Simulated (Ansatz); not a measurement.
Molecule: sum formula HBOCl, net charge 0, doublet state. It need not be the lowest isomer of its formula. SMILES: O[B]Cl
Geometry from a B3LYP-D3(BJ)/def2-TZVP (Ansatz, an electronic-structure program) optimisation:
```xyz
4

B     -0.1620     0.5726     0.5773
Cl     0.8603    -0.4802    -0.3990
O     -1.4866     0.6527     0.5051
H     -1.9222     0.0783    -0.1443
```
Charge 0, spin multiplicity 2.

Quantity: atomisation energy (electronic, to ground-state atoms), in eV. Cores are frozen in the correlated levels unless marked. Open shells are spin-unrestricted. Spin-orbit coupling is left out. Non-relativistic. The coupled-cluster limit lacks core correlation, which all-electron functionals hold. CBS marks a two-point X^-3 extrapolation of the correlation energy; Hartree-Fock from the larger set (for Q and 5 zeta extrapolated as (X+1)exp(-9√X)).

| level | program | atomisation energy (eV) |
|---|---|---|
| B2GP-PLYP-D3(BJ)/def2-TZVPD | Ansatz + dftd3 | ___ |
| SCS-MP2/cc-pV(Q+d)Z | Ansatz | 14.83 |
| CCSD(T)/CBS(cc-pV(Q+d)Z,cc-pV(5+d)Z) | Ansatz | ___ |

**Question.** Complete the blanks.

**Answer.** 
- B2GP-PLYP-D3(BJ)/def2-TZVPD, atomisation energy (eV): 14.62
- CCSD(T)/CBS(cc-pV(Q+d)Z,cc-pV(5+d)Z), atomisation energy (eV): 14.70
